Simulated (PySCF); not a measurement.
Working out the ionisation energy of Ag⁺

Ag⁺ [Kr] 4d10 (1S) → Ag²⁺ [Kr] 4d9 (2D). All numbers are calculated (PySCF 2.14, scalar relativity through the core potential, in aug-cc-pVDZ-PP with ECP28MDF (5s5p4d2f, 54 functions)). Frozen: 4s2 4p6. Energies in hartree (1 hartree = 27.21139 eV):

| part | Ag⁺ (lower) | Ag²⁺ (upper) |
| --- | --- | --- |
| UHF | -145.820527 | -145.095447 |
| MP2 opposite-spin | -0.188255 | -0.142273 |
| MP2 same-spin | -0.107176 | -0.082377 |

Problem. What does Hartree-Fock give?

Solution. (-145.095447) − (-145.820527) = 0.725080 hartree = 19.730 eV.

Problem. What do MP2 and SCS-MP2 (6/5 opposite-spin, 1/3 same-spin) give?

Solution. The opposite-spin parts differ by 1.251 eV and the same-spin parts by 0.675 eV. MP2: 19.730 + (1.251) + (0.675) = 21.656 eV. SCS-MP2: 19.730 + 1.2 × (1.251) + (0.675)/3 = 21.456 eV.

Reference: 21.484 eV (measured; NIST Atomic Spectra Database, ionization energies), between the lowest levels; spin-orbit coupling is absent from the calculation.

A double-zeta basis recovers only part of the correlation energy.

What remains against the reference includes basis incompleteness, the frozen core and correlation beyond second order.
